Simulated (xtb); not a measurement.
H$_{2}$P, doublet, geometry from GFN2-xTB; GFN2-xTB in xtb.

The xtb input:
```
$ xtb mol.xyz --gfn 2 --uhf 1 --etemp 10000 --json

# file mol.xyz
3

P      0.00300800    -0.00080054     0.11434732
H     -0.02238001     1.00221204    -0.85063528
H     -0.02274002    -0.99020401    -0.86457453
```

Output, abridged:

```
   ID    Z sym.   atoms
    1   15 P      1
    2    1 H      2, 3

           -------------------------------------------------
          |                Calculation Setup                |
           -------------------------------------------------

           -------------------------------------------------
          |                 G F N 2 - x T B                 |
           -------------------------------------------------

          ...................................................
          :                      SETUP                      :
          :.................................................:
          :  # basis functions                  12          :
          :  # atomic orbitals                  11          :
          :  # shells                            5          :
          :  # electrons                         7          :
          :  max. iterations                   250          :
          :  Hamiltonian                  GFN2-xTB          :
          :  restarted?                      false          :
          :  GBSA solvation                  false          :
          :  PC potential                    false          :
          :  electronic temp.        10000.0000000     K    :
          :  accuracy                    1.0000000          :
          :  -> integral cutoff          0.2500000E+02      :
          :  -> integral neglect         0.1000000E-07      :
          :  -> SCF convergence          0.1000000E-05 Eh   :
          :  -> wf. convergence          0.1000000E-03 e    :
          :  Broyden damping             0.4000000          :
          :  net charge                          0          :
          :  unpaired electrons                  1          :
          ...................................................

 iter      E             dE          RMSdq      gap      omega  full diag
   1     -3.5164598 -0.351646E+01  0.586E+00    4.08       0.0  T
   2     -3.5167865 -0.326751E-03  0.344E+00    4.05       1.0  T
   3     -3.5168412 -0.546273E-04  0.238E-01    4.08       1.0  T
   4     -3.5168660 -0.248126E-04  0.104E-01    4.07       1.0  T
   5     -3.5168663 -0.286664E-06  0.380E-02    4.07       1.5  T
   6     -3.5168664 -0.885200E-07  0.727E-03    4.07       7.9  T
   7     -3.5168664 -0.561292E-08  0.169E-03    4.07      34.1  T
   8     -3.5168664 -0.671958E-09  0.441E-04    4.07     130.8  T
   9     -3.5168664 -0.917382E-10  0.125E-04    4.07     463.0  T

[...]
         :: total energy              -3.498141889998 Eh    ::
[...]
         6        0.0063           -0.1131176              -3.0781
         7        0.0005           -0.0332027              -0.9035
         8        0.0004           -0.0261749              -0.7123
         9        0.0004           -0.0245957              -0.6693
        10                          0.4507160              12.2646
        11                          0.8982190              24.4418
      -------------------------------------------------------------
                  HL-Gap            0.1496383 Eh            4.0719 eV
             Fermi-level           -0.3302552 Eh           -8.9867 eV

     #   Z          covCN         q      C6AA      α(0)
     1  15 P        1.954    -0.187   188.983    25.970
     2   1 H        0.977     0.093     1.841     2.120
     3   1 H        0.977     0.093     1.841     2.120

 Mol. C6AA /au·bohr⁶  :        269.984847
 Mol. C8AA /au·bohr⁸  :      12464.230764
 Mol. α(0) /au        :         30.210809

Wiberg/Mayer (AO) data.
largest (>0.10) Wiberg bond orders for each atom

 ---------------------------------------------------------------------------
     #   Z sym  total        # sym  WBO       # sym  WBO       # sym  WBO
 ---------------------------------------------------------------------------
     1  15 P    1.778 --     3 H    0.889     2 H    0.889
     2   1 H    0.896 --     1 P    0.889
     3   1 H    0.896 --     1 P    0.889
 ---------------------------------------------------------------------------

Topologies differ in total number of bonds
Writing topology from bond orders to xtbtopo.mol

molecular dipole:
                 x           y           z       tot (Debye)
 q only:       -0.009       0.002      -0.343
   full:       -0.015       0.004      -0.561       1.426
molecular quadrupole (traceless):
                xx          xy          yy          xz          yz          zz
 q only:       -0.571       0.000       0.421       0.019       0.002       0.151
  q+dip:       -1.018       0.000       0.605       0.038       0.001       0.413
   full:       -0.605       0.000       0.700       0.013       0.006      -0.095

           -------------------------------------------------
          | TOTAL ENERGY               -3.498141889998 Eh   |
          | GRADIENT NORM               0.011837170228 Eh/α |
          | HOMO-LUMO GAP               4.071866729910 eV   |
           -------------------------------------------------

normal termination of xtb
```
